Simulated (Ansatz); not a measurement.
CH3BrFIn, SMILES [CH3][In]([F])[Br].

The structure is a stationary point at B3LYP-D3(BJ)/def2-SVP. The structure was generated by enumeration; whether it is a known compound was not checked. The def2 effective core potentials stand for the cores of In; spin–orbit coupling is left out.

Two levels are set side by side: PBE/def2-SVPD (Ansatz, an electronic-structure program) and CAM-B3LYP/def2-SVPD (Ansatz). Energy differences of separate SCF runs at the same geometry; the states with an electron removed or added have multiplicity 2 and 2. Differences are taken from unrounded values.

```json
[
 {"quantity": "vertical ionisation energy (eV)", "CAM-B3LYP": "10.68", "PBE": "10.14", "PBE minus CAM-B3LYP": "-0.54"},
 {"quantity": "vertical electron affinity (eV)", "CAM-B3LYP": "0.52", "PBE": "0.60", "PBE minus CAM-B3LYP": "0.09"},
 {"quantity": "vertical singlet–triplet gap (eV)", "CAM-B3LYP": "4.81", "PBE": "4.25", "PBE minus CAM-B3LYP": "-0.56"}
]
```
